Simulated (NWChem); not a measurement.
Molecule: CH₃ClMg; SMILES [CH3][Mg][Cl]

```xyz
6

Mg    -0.0627    -0.2919     0.0001
Cl     0.3669     1.8901    -0.0004
C     -0.4660    -2.3417     0.0006
H      0.1723    -2.8800    -0.7313
H     -1.5243    -2.5468    -0.2657
H     -0.2801    -2.7909     0.9989
```
Atoms are numbered in this order, from 1.

Level: PBE-D3(BJ)/def2-SVP (NWChem), optimised geometry, unscaled harmonic frequencies. 

**Question.** List the harmonic frequencies with IR intensities, and the thermochemistry.

**Answer.** 
```json
[
 {"frequency (cm⁻¹)": "119", "IR intensity (km/mol)": "24.6"},
 {"frequency (cm⁻¹)": "119", "IR intensity (km/mol)": "24.6"},
 {"frequency (cm⁻¹)": "366", "IR intensity (km/mol)": "6.8"},
 {"frequency (cm⁻¹)": "582", "IR intensity (km/mol)": "85.9"},
 {"frequency (cm⁻¹)": "582", "IR intensity (km/mol)": "85.8"},
 {"frequency (cm⁻¹)": "618", "IR intensity (km/mol)": "60.3"},
 {"frequency (cm⁻¹)": "1100", "IR intensity (km/mol)": "1.2"},
 {"frequency (cm⁻¹)": "1376", "IR intensity (km/mol)": "0.1"},
 {"frequency (cm⁻¹)": "1376", "IR intensity (km/mol)": "0.1"},
 {"frequency (cm⁻¹)": "2965", "IR intensity (km/mol)": "9.5"},
 {"frequency (cm⁻¹)": "3065", "IR intensity (km/mol)": "5.2"},
 {"frequency (cm⁻¹)": "3065", "IR intensity (km/mol)": "5.1"}
]
```

* **zero-point energy**: 21.9 kcal/mol
* **thermal correction to the enthalpy at 298.15 K (with zero-point energy)**: 25.7 kcal/mol
* **heat capacity Cv**: 15.0 cal/(mol K)
* **entropy at 298.15 K and 1 atm (symmetry number 3)**: 68.9 cal/(mol K)
* **dipole moment**: 2.12 D

Rigid rotor and harmonic oscillator.
